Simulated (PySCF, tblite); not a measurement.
C₃H₅N₃S.
SMILES with atom numbers: `[CH3:1][S:2][c:3]1[n:4][cH:5][n:6][nH:7]1` (hydrogens: H8, H9, H10 on C1; H11 on C5; H12 on N7)

Geometry (GFN2-xTB, Å), atoms numbered from 1 in this order:
```xyz
12
C3H5N3S angstrom
C      2.2367    0.3675   -0.2046
S      1.2957   -0.5825    1.0208
C     -0.2916   -0.3061    0.3914
N     -0.6019    0.4040   -0.6730
C     -1.9468    0.3085   -0.7271
N     -2.4774   -0.4102    0.2289
N     -1.4159   -0.8078    0.9507
H      2.0567   -0.0549   -1.1877
H      3.2830    0.2818    0.0703
H      1.9097    1.4015   -0.1725
H     -2.5256    0.7845   -1.4906
H     -1.5212   -1.3870    1.7675
```

The calculation used PBE0/def2-SVPD in PySCF (dipole) on a GFN2-xTB geometry, gas phase.

Masses are those of the commonest isotopes; rigid-rotor values at the optimised geometry. The values belong to one conformer with, in the numbering `[CH3:1][S:2][c:3]1[n:4][cH:5][n:6][nH:7]1`, C1–S2–C3–N4 0°.

Question: What are A, B and C (MHz)?

Answer: Ia = 82.54, Ib = 310.45, Ic = 389.80 u·Å²; 505379 MHz·u·Å²/I gives A = 6123, B = 1628, C = 1297 MHz.

Question: What kind of rotor is it?

Answer: An asymmetric top; Ray's κ = -0.863.

Question: What does the inertial defect say?

Answer: Not planar: Δ = Ic − Ia − Ib = -3.20 u·Å². For a rigid frame Δ = −2 Σ m c², so Σ m c² = 1.60 u·Å² lies off the ab plane, practically all of it from hydrogen. The atom farthest from that plane is 0.89 Å away.

Question: Give the other two planar moments, Paa and Pbb, and the rms extents of the mass along the axes.

Answer: Paa = Σ m a² = (Ib + Ic − Ia)/2 = 308.85 and Pbb = Σ m b² = (Ia + Ic − Ib)/2 = 80.94 u·Å². With the mass M = 115.02 u, the rms extents √(P/M) along a, b and c are 1.64, 0.84, 0.12 Å.

Question: List the rotational levels J(Ka,Kc) to J = 2 (MHz).

Answer: Above 0(0,0):
J = 1: 1(0,1) 2924, 1(1,1) 7419, 1(1,0) 7750
J = 2: 2(0,2) 8756, 2(1,2) 12937, 2(1,1) 13931, 2(2,1) 27415, 2(2,0) 27432

Question: Predict some low-J microwave lines.

Answer: The dipole components are |μa| = 1.80 D, |μb| = 0.69 D, |μc| = 0.00 D; the mirror of this Cs structure is the ab plane, so μc vanishes by symmetry and there are no c-type lines. Intensities carry the squares of the components, which stand as 1.00 : 0.15 (a : b). Some lines, for components of 0.1 D or more:

| type | branch | J(Ka,Kc) | MHz | lower level (cm⁻¹) |
| --- | --- | --- | --- | --- |
| a | Q | 1(1,0) ← 1(1,1) | 331 | 0.247 |
| b | R | 2(0,2) ← 1(1,1) | 1336 | 0.247 |
| b | R | 3(0,3) ← 2(1,2) | 4522 | 0.432 |
| b | Q | 2(1,1) ← 2(0,2) | 5175 | 0.292 |
| a | R | 2(0,2) ← 1(0,1) | 5831 | 0.098 |
| b | Q | 5(1,4) ← 5(0,5) | 7614 | 1.443 |
| a | R | 3(1,3) ← 2(1,2) | 8265 | 0.432 |
| a | R | 3(2,2) ← 2(2,1) | 8773 | 0.914 |
| b | R | 2(1,2) ← 1(0,1) | 10012 | 0.098 |
| a | R | 4(0,4) ← 3(0,3) | 11524 | 0.582 |
| b | Q | 4(2,2) ← 4(1,3) | 12621 | 1.185 |
| b | Q | 3(2,1) ← 3(1,2) | 13086 | 0.774 |
| b | R | 4(1,4) ← 3(0,3) | 14745 | 0.582 |
| b | Q | 3(2,2) ← 3(1,3) | 14986 | 0.707 |
| a | R | 5(1,4) ← 4(1,3) | 15367 | 1.185 |
| b | R | 3(2,2) ← 2(1,1) | 22257 | 0.465 |
| b | Q | 3(3,0) ← 3(2,1) | 23225 | 1.210 |
| b | Q | 5(3,3) ← 5(2,4) | 23454 | 2.083 |
| b | R | 4(2,3) ← 3(1,2) | 24682 | 0.774 |
| b | R | 5(2,3) ← 4(1,4) | 30852 | 1.074 |
| b | Q | 4(4,1) ← 4(3,2) | 32592 | 2.376 |
| b | Q | 5(5,1) ← 5(4,2) | 41907 | 3.952 |
| b | R | 4(4,1) ← 3(3,0) | 44323 | 1.985 |
| b | R | 5(5,1) ← 4(4,0) | 56568 | 3.463 |

Its GFN2-xTB frequencies are all real (lowest 66 cm⁻¹). No vibrational averaging or centrifugal distortion is included, and the geometry carries the error of its method. A rigid rotor knows nothing of internal rotation, which can split or shift real lines. Quadrupole hyperfine structure (14N) is left out.
